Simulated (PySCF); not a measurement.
In⁺ (indium, charge +1) across methods

[Kr] 4d9 5s2 5p1, one real determinant (an excited configuration). All numbers are calculated (PySCF 2.14, scalar relativity through the core potential, in aug-cc-pVQZ-PP with ECP28MDF (7s7p5d3f2g, 92 functions)).

```csv
method,E (hartree),mean ε 5s α (eV),mean ε 5s β (eV),mean ε 5p α (eV),Σ⟨r²⟩ (bohr²),⟨S²⟩
PBE0,-189.2171,-18.913,-17.664,-11.752,43.57,2.003
r2SCAN,-189.2814,-18.070,-16.993,-11.065,43.42,2.005
UHF,-188.35044,-21.536,-19.105,-14.197,44.29,2.012
LDA,-188.8908,-18.077,-17.252,-10.799,43.49,2.001
PW91,-189.3005,-17.839,-16.913,-10.794,43.55,2.002
PBE,-189.2222,-17.755,-16.831,-10.739,43.59,2.002
LC-wPBE,-189.2415,-21.806,-20.206,-14.338,43.37,2.006
```

Task: Estimate the same row for M06-2X.

Result: E (hartree) = -189.1409; mean ε 5s α (eV) = -19.871; mean ε 5s β (eV) = -18.004; mean ε 5p α (eV) = -12.679; Σ⟨r²⟩ (bohr²) = 43.82; ⟨S²⟩ = 2.006.

⟨L²⟩ = 8.01 against 12 for a pure F term, so this real determinant mixes terms. Energies and moments cover only the electrons outside the core potential.
